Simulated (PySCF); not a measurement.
Ti(F)3(OH) (F3HOTi), SMILES [OH][Ti]([F])([F])[F], multiplicity 1.

Geometry: PBE0-D3(BJ)/def2-SVP. A frequency run showed that this geometry is not a minimum. The spin state was assumed, not searched. Other conformers were not sampled.

Two levels are set side by side: TDDFT-PBE/def2-SVPD (PySCF) and TDDFT-B3LYP/def2-SVPD (PySCF). Vertical, same geometry. The lowest singlet is HOMO→LUMO 50 %, HOMO−1→LUMO+1 50 % with PBE and HOMO→LUMO 50 %, HOMO−1→LUMO+1 49 % with the other functional; states are paired by order. Differences are taken from unrounded values.

```tsv
quantity	TDDFT-B3LYP	TDDFT-PBE	TDDFT-PBE minus TDDFT-B3LYP
lowest singlet excitation (eV)	6.06	5.63	-0.43
lowest triplet excitation (TDA) (eV)	5.70	5.31	-0.39
```

Functionals without exact exchange tend to place singlet excitations lower, as here. Differences between two approximate levels are no errors against the true value.

Rough cost on one machine, each run with all the roots and properties that it gave: TDDFT-B3LYP against TDDFT-PBE about 4 times.
